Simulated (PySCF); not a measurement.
HBCl2S (SMILES SB(Cl)Cl), singlet, at a GFN2-xTB geometry; PySCF with PBE0/cc-pVDZ, polarisability by finite fields.

Here is a job for PySCF.
```python
from pyscf import gto, scf, dft

mol = gto.M(
    atom='''
B     0.023367   -0.013659    0.006221
Cl    1.611089   -0.650222   -0.196940
Cl   -0.831844   -0.308753    1.485270
S    -0.717872    0.947824   -1.325068
H    -1.878055    1.205700   -0.731630
''',
    basis='cc-pvdz',
    charge=0,
    spin=0,
    verbose=4,
)

mf = dft.RKS(mol)
mf.xc = 'pbe0'
mf.conv_tol = 1e-11
mf.kernel()
h0, z, done = mf.get_hcore(), mol.intor('int1e_r')[2], []
def energy(F):
    f = mf.copy()
    f.scf_summary = {}
    f.get_hcore = lambda *a: h0 + F * z
    e = f.kernel(mf.make_rdm1())
    done.append(f.converged)
    return e
F = 0.02
alpha = -(energy(F) + energy(-F) - 2 * mf.e_tot) / F**2
print('alpha_zz =', alpha)
```

What does PySCF print? Leave out banner, timings and long lists.


```
PySCF version 2.14.0

[INPUT] verbose = 4
[INPUT] num. atoms = 5
[INPUT] num. electrons = 56
[INPUT] charge = 0
[INPUT] spin (= nelec alpha-beta = 2S) = 0
[INPUT] symmetry False subgroup None
[INPUT] Mole.unit = angstrom
[INPUT] Symbol           X                Y                Z      unit          X                Y                Z       unit  Magmom
[...]
nuclear repulsion = 233.686304871144
number of shells = 23
number of NR pGTOs = 156
number of NR cGTOs = 73
basis = cc-pvdz
ecp = {}

******** <class 'pyscf.dft.rks.RKS'> ********
method = RKS
initial guess = minao
damping factor = 0
level_shift factor = 0
DIIS = <class 'pyscf.scf.diis.CDIIS'>
diis_start_cycle = 1
diis_space = 8
diis_damp = 0
SCF conv_tol = 1e-11
SCF conv_tol_grad = None
SCF max_cycles = 50
direct_scf = True
direct_scf_tol = 1e-13
XC library pyscf.dft.libxc version 7.1.2
    S. Lehtola, C. Steigemann, M. J. T. Oliveira, and M. A. L. Marques,  SoftwareX 7, 1–5 (2018)
XC functionals = pbe0
    C. Adamo and V. Barone,  J. Chem. Phys. 110, 6158 (1999)
    M. Ernzerhof and G. E. Scuseria,  J. Chem. Phys. 110, 5029 (1999)
radial grids:
    Treutler-Ahlrichs [JCP 102, 346 (1995); DOI:10.1063/1.469408] (M4) radial grids

becke partition: Becke, JCP 88, 2547 (1988); DOI:10.1063/1.454033
pruning grids: <function nwchem_prune>
grids dens level: 3
symmetrized grids: False
atomic radii adjust function: <function treutler_atomic_radii_adjust>
small_rho_cutoff = 0
Set gradient conv threshold to 3.16228e-06
Initial guess from minao.
tot grids = 80496
init E= -1344.17881777326
[...]
cycle= 1 E= -1343.67288461858  delta_E= 0.506  |g|= 0.27  |ddm|= 2.05
[...]
cycle= 2 E= -1343.6633637433  delta_E= 0.00952  |g|= 0.343  |ddm|= 0.54
[...]
cycle= 3 E= -1343.6954750438  delta_E= -0.0321  |g|= 0.0473  |ddm|= 0.295
[...]
cycle= 4 E= -1343.69616270804  delta_E= -0.000688  |g|= 0.00871  |ddm|= 0.0523
[...]
cycle= 5 E= -1343.6961864002  delta_E= -2.37e-05  |g|= 0.00213  |ddm|= 0.00993
[...]
cycle= 6 E= -1343.69618783262  delta_E= -1.43e-06  |g|= 0.000391  |ddm|= 0.00234
[...]
cycle= 7 E= -1343.69618787733  delta_E= -4.47e-08  |g|= 0.000131  |ddm|= 0.000536
[...]
cycle= 8 E= -1343.69618788255  delta_E= -5.22e-09  |g|= 1.2e-05  |ddm|= 0.000153
[...]
cycle= 9 E= -1343.6961878826  delta_E= -4.77e-11  |g|= 2.1e-06  |ddm|= 1.68e-05
[...]
cycle= 10 E= -1343.6961878826  delta_E= -6.82e-12  |g|= 7.78e-07  |ddm|= 3.24e-06
[...]
Extra cycle  E= -1343.6961878826  delta_E= 4.55e-12  |g|= 8.11e-07  |ddm|= 1.81e-06
converged SCF energy = -1343.6961878826

******** <class 'pyscf.dft.rks.RKS'> ********
method = RKS
initial guess = minao
damping factor = 0
level_shift factor = 0
DIIS = <class 'pyscf.scf.diis.CDIIS'>
diis_start_cycle = 1
diis_space = 8
diis_damp = 0
SCF conv_tol = 1e-11
SCF conv_tol_grad = None
SCF max_cycles = 50
direct_scf = True
direct_scf_tol = 1e-13
XC library pyscf.dft.libxc version 7.1.2
    S. Lehtola, C. Steigemann, M. J. T. Oliveira, and M. A. L. Marques,  SoftwareX 7, 1–5 (2018)
XC functionals = pbe0
    C. Adamo and V. Barone,  J. Chem. Phys. 110, 6158 (1999)
    M. Ernzerhof and G. E. Scuseria,  J. Chem. Phys. 110, 5029 (1999)
radial grids:
    Treutler-Ahlrichs [JCP 102, 346 (1995); DOI:10.1063/1.469408] (M4) radial grids

becke partition: Becke, JCP 88, 2547 (1988); DOI:10.1063/1.454033
pruning grids: <function nwchem_prune>
grids dens level: 3
symmetrized grids: False
atomic radii adjust function: <function treutler_atomic_radii_adjust>
small_rho_cutoff = 0
Overwritten attributes  get_hcore  of <class 'pyscf.dft.rks.RKS'>
Set gradient conv threshold to 3.16228e-06
init E= -1343.69596908471
[...]
cycle= 1 E= -1343.70105787899  delta_E= -0.00509  |g|= 0.119  |ddm|= 0.487
[...]
cycle= 2 E= -1343.7005083475  delta_E= 0.00055  |g|= 0.129  |ddm|= 0.28
[...]
cycle= 3 E= -1343.70602969183  delta_E= -0.00552  |g|= 0.00931  |ddm|= 0.145
[...]
cycle= 4 E= -1343.70605242422  delta_E= -2.27e-05  |g|= 0.00295  |ddm|= 0.00979
[...]
cycle= 5 E= -1343.7060547976  delta_E= -2.37e-06  |g|= 0.000821  |ddm|= 0.00284
[...]
cycle= 6 E= -1343.7060550025  delta_E= -2.05e-07  |g|= 0.000164  |ddm|= 0.000884
[...]
cycle= 7 E= -1343.70605501067  delta_E= -8.17e-09  |g|= 3.01e-05  |ddm|= 0.000165
[...]
cycle= 8 E= -1343.70605501097  delta_E= -3.02e-10  |g|= 7.77e-06  |ddm|= 4.02e-05
[...]
cycle= 9 E= -1343.70605501099  delta_E= -2.09e-11  |g|= 1.72e-06  |ddm|= 1e-05
[...]
cycle= 10 E= -1343.70605501098  delta_E= 1.07e-11  |g|= 2.16e-07  |ddm|= 2.34e-06
[...]
cycle= 11 E= -1343.70605501099  delta_E= -5e-12  |g|= 6.34e-08  |ddm|= 2.94e-07
[...]
Extra cycle  E= -1343.70605501099  delta_E= 2.27e-12  |g|= 4.75e-08  |ddm|= 1.01e-07
converged SCF energy = -1343.70605501099

******** <class 'pyscf.dft.rks.RKS'> ********
method = RKS
initial guess = minao
damping factor = 0
level_shift factor = 0
DIIS = <class 'pyscf.scf.diis.CDIIS'>
diis_start_cycle = 1
diis_space = 8
diis_damp = 0
SCF conv_tol = 1e-11
SCF conv_tol_grad = None
SCF max_cycles = 50
direct_scf = True
direct_scf_tol = 1e-13
XC library pyscf.dft.libxc version 7.1.2
    S. Lehtola, C. Steigemann, M. J. T. Oliveira, and M. A. L. Marques,  SoftwareX 7, 1–5 (2018)
XC functionals = pbe0
    C. Adamo and V. Barone,  J. Chem. Phys. 110, 6158 (1999)
    M. Ernzerhof and G. E. Scuseria,  J. Chem. Phys. 110, 5029 (1999)
radial grids:
    Treutler-Ahlrichs [JCP 102, 346 (1995); DOI:10.1063/1.469408] (M4) radial grids

becke partition: Becke, JCP 88, 2547 (1988); DOI:10.1063/1.454033
pruning grids: <function nwchem_prune>
grids dens level: 3
symmetrized grids: False
atomic radii adjust function: <function treutler_atomic_radii_adjust>
small_rho_cutoff = 0
Set gradient conv threshold to 3.16228e-06
init E= -1343.6964066805
[...]
cycle= 1 E= -1343.70122075194  delta_E= -0.00481  |g|= 0.121  |ddm|= 0.499
[...]
cycle= 2 E= -1343.69985832809  delta_E= 0.00136  |g|= 0.14  |ddm|= 0.295
[...]
cycle= 3 E= -1343.70640327368  delta_E= -0.00654  |g|= 0.0165  |ddm|= 0.159
[...]
cycle= 4 E= -1343.70647730913  delta_E= -7.4e-05  |g|= 0.00433  |ddm|= 0.0159
[...]
cycle= 5 E= -1343.7064827885  delta_E= -5.48e-06  |g|= 0.000688  |ddm|= 0.00387
[...]
cycle= 6 E= -1343.70648293615  delta_E= -1.48e-07  |g|= 0.000159  |ddm|= 0.000902
[...]
cycle= 7 E= -1343.70648294408  delta_E= -7.93e-09  |g|= 3.28e-05  |ddm|= 0.000184
[...]
cycle= 8 E= -1343.70648294439  delta_E= -3.11e-10  |g|= 8.88e-06  |ddm|= 4.23e-05
[...]
cycle= 9 E= -1343.70648294441  delta_E= -2.73e-11  |g|= 1.8e-06  |ddm|= 1.08e-05
[...]
cycle= 10 E= -1343.70648294442  delta_E= -2.27e-12  |g|= 3e-07  |ddm|= 2.32e-06
[...]
Extra cycle  E= -1343.70648294441  delta_E= 5.46e-12  |g|= 2.37e-07  |ddm|= 5.46e-07
converged SCF energy = -1343.70648294441
alpha_zz = 50.40547550379415
```
